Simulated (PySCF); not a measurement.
## Löwdin shares of the frontier orbitals

C5H10F2.
Geometry (GFN2-xTB, Å), atoms numbered from 1 in this order:
```xyz
17
C5H10F2 angstrom
C     -1.5366    1.0965   -0.4168
C     -0.4959    0.2217    0.2793
C     -0.9520   -1.2357    0.2786
C      0.8563    0.3996   -0.4223
C      1.9981   -0.3160    0.2777
F      2.1576    0.1355    1.5474
F      3.1720   -0.0624   -0.3582
H     -2.4985    1.0106    0.0818
H     -1.6574    0.7861   -1.4525
H     -1.2366    2.1415   -0.4035
H     -0.3916    0.5566    1.3166
H     -1.9498   -1.3103    0.7038
H     -0.2910   -1.8607    0.8730
H     -0.9837   -1.6259   -0.7364
H      0.8066    0.0227   -1.4458
H      1.1107    1.4616   -0.4591
H      1.8848   -1.4091    0.3264
```

Computed with TDDFT PBE0/def2-SVPD, vertical, gas phase, core orbitals frozen in the response (PySCF).

Frontier orbitals with the atoms that hold most of them (Löwdin shares over 4%, at most four atoms; ? is withheld):

```tsv
orbital	ε (eV)	atoms
LUMO+2	1.45	H15 16%, H11 14%, C4 8%, F7 8%
LUMO+1	1.16	H17 16%, C1 14%, C5 11%, H10 8%
LUMO	0.62	?
HOMO	?	C5 15%, F7 15%, C4 14%, C1 12%
HOMO-1	-9.55	?
HOMO-2	-9.68	C2 22%, C3 22%, C4 17%, C1 10%
HOMO-3	-10.21	C3 15%, C1 14%, C2 10%, F6 10%
```

Which atoms hold the HOMO-1, and with what shares?

C2 (bonded to 3 C and H) 28%; H11 (bonded to C) 18%; C3 (bonded to C and 3 H) 11%; C1 (bonded to C and 3 H) 11%. By element: carbon 51% or more, hydrogen 18% or more.

Which atoms hold the LUMO, and with what shares?

C3 (bonded to C and 3 H) 16%; C1 (bonded to C and 3 H) 13%; H14 (bonded to C) 7%; C4 (bonded to 2 C and 2 H) 7%. By element: carbon 36% or more, hydrogen 7% or more.

What is the HOMO energy, and the HOMO–LUMO gap?

ε(HOMO) = -9.17 eV; the gap is 9.79 eV (0.3599 hartree).

The HOMO–LUMO gap is 9.79 eV. Where does the response calculation put the lowest singlet, and from which orbitals?

S1 is at 8.70 eV (f = 0.020), 1.10 eV below the gap, made of HOMO→LUMO (96%). 

One configuration dominates each of S1, S2, S3 and S4. Which, and how do the shares of the two leading atoms of either orbital change from the occupied to the empty one?

- S1 (8.70 eV, f 0.020), HOMO→LUMO (96%): C5 15% → at most 7%, F7 15% → at most 7%, C3 at most 13% → 16%, C1 12% → 13%
- S2 (9.03 eV, f 0.024), HOMO-1→LUMO (94%): C2 28% → at most 7%, H11 18% → at most 7%, C3 11% → 16%, C1 11% → 13%
- S3 (9.14 eV, f 0.054), HOMO-2→LUMO (97%): C2 22% → at most 7%, C3 22% → 16%, C1 10% → 13%
- S4 (9.17 eV, f 0.032), HOMO→LUMO+1 (89%): C5 15% → 11%, F7 15% → at most 9%, H17 at most 13% → 16%, C1 12% → 14%

One conformer stands for the species.
